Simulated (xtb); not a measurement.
MoOCl4, SMILES [Cl][Mo](=[O])([Cl])([Cl])[Cl], multiplicity 1. All values are semi-empirical tight-binding results from xtb (GFN2-xTB unless named), good for trends rather than for accurate numbers. Geometry optimised at GFN2-xTB. The spin state was assumed, not searched. The isomer is the one that the SMILES or the coordinates give; other isomers of the formula were not compared.

For metal compounds this method's bond lengths and energies can be far off.

| Quantity | Value |
|---|---|
| point group as xtb finds it | C3v |
| orbital gap | 3.16 eV |
| zero-point energy | 4.7 kcal/mol |
| G − E(el) at 298.15 K (modified RRHO) | -17.5 kcal/mol |
